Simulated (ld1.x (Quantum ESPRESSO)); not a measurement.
**What the settings do to the PAW potential of dysprosium (Dy)**

Base potential:

- Element: Dy (Z = 66)
- Generator: ld1.x (Quantum ESPRESSO) 7.5
- Type: PAW
- Functional: LDA (PZ)
- Relativity: scalar-relativistic
- Frozen core: [Kr] 4d10
- Valence charge: 20
- Reference configuration: 4f9 5s2 5p6 5d0 6s0 6p0 (charge +3)
- Partial waves: 5s (bound): rcut 1.60, rcutus 1.80 bohr; 6s (bound, empty): rcut 1.60, rcutus 1.80 bohr; 5p (bound): rcut 1.85, rcutus 2.05 bohr; 6p (bound, empty): rcut 1.85, rcutus 2.05 bohr; 5d (bound, empty): rcut 1.70, rcutus 1.85 bohr; 5d channel at 2.4 Ry: rcut 1.70, rcutus 1.85 bohr; 4f (bound): rcut 1.05, rcutus 1.30 bohr; 4f channel at 1.3 Ry: rcut 1.05, rcutus 1.30 bohr
- Local potential: all-electron potential smoothed inside 1.55 bohr (lloc = -1)
- Core correction: Bessel-smoothed model core, default radius (core density twice the valence density)
- Augmentation charge: PSQ, inside the norm-conserving radii

Cutoffs, loose and tight: the cutoffs (Ry, on a coarse ladder) from which the occupation-weighted sum of valence levels, in a spherical-Bessel basis at the reference potential, stays within 10 and 1 mRy of its value at 400 Ry. They do not see the model core or the augmentation charge, which bear on the density cutoff. Test errors are all-electron minus pseudo excitation energies from the reference, over the configurations 4f10 5s2 5p6 5d0 6s2 6p0; 4f10 5s2 5p6 5d0 6s1 6p0; 4f10 5s2 5p6 5d0 6s0 6p0; 4f10 5s1 5p6 5d0 6s2 6p0; 4f8 5s2 5p6 5d0 6s0 6p0; 4f10 5s2 5p6 5d0.5 6s1.5 6p0; 4f10 5s2 5p6 5d0 6s0 6p1 (two spin-polarised tests are not counted in the largest error). A dash means not determined; rows that change the core or the reference have their own tests.

Cutoffs are not given where the Bessel-basis levels miss the radial ones by over 6 mRy, ghosts where they miss by over 20 mRy; a channel whose overlap is not positive is not tested.

The default core radius of the base comes out at 0.76 bohr.

A file whose overlap is not positive is unfit for use, and its test errors describe a broken file.

| change | outcome | cutoff, loose | cutoff, tight | bound ghosts | largest test error (meV) |
| --- | --- | --- | --- | --- | --- |
| base | generated | 110 Ry | 180 Ry | none | +105 |
| local potential all-electron potential smoothed inside 1.70 bohr (lloc = -2) | generated, overlap not positive | – | – | not determined (overlap not positive) | -101 |
| waves 5p (bound): rcut 1.54, rcutus 1.64 bohr; 6p (bound): rcut 1.54, rcutus 1.64 bohr | generated | 110 Ry | 180 Ry | none | -96 |
| local potential all-electron potential smoothed inside 2.32 bohr (lloc = -1) | generated, overlap not positive | – | – | not determined (overlap not positive) | -371 |
| wave 5d channel at 2.4 Ry: rcut 1.70, rcutus 1.85 bohr becomes 5d channel at -1.69 Ry: rcut 1.70, rcutus 1.85 bohr | generated | 110 Ry | 180 Ry | none | +105 |
| core correction Bessel-smoothed model core inside 1.54 bohr | generated | 110 Ry | 180 Ry | none | -85 |
| augmentation PSQ, radius 0.75 bohr | generated | 110 Ry | 180 Ry | none | -139 |
| waves 5d (bound): rcut 1.70, rcutus 2.50 bohr; 5d channel at 2.4 Ry: rcut 1.70, rcutus 2.50 bohr | generated | 110 Ry | 180 Ry | none | +105 |
| functional PBE | generated | 110 Ry | 180 Ry | none | +108 |
| waves 5s (bound): rcut 1.54, rcutus 1.64 bohr; 6s (bound): rcut 1.54, rcutus 1.64 bohr | generated | 110 Ry | 180 Ry | none | -92 |

Question: What comes out with this change to the base: waves 4f (bound): rcut 1.05, rcutus 1.92 bohr; 4f channel at 1.3 Ry: rcut 1.05, rcutus 1.92 bohr?

Answer: outcome: generated; cutoff, loose: 35 Ry; cutoff, tight: 60 Ry; bound ghosts: none; largest test error (meV): +66.
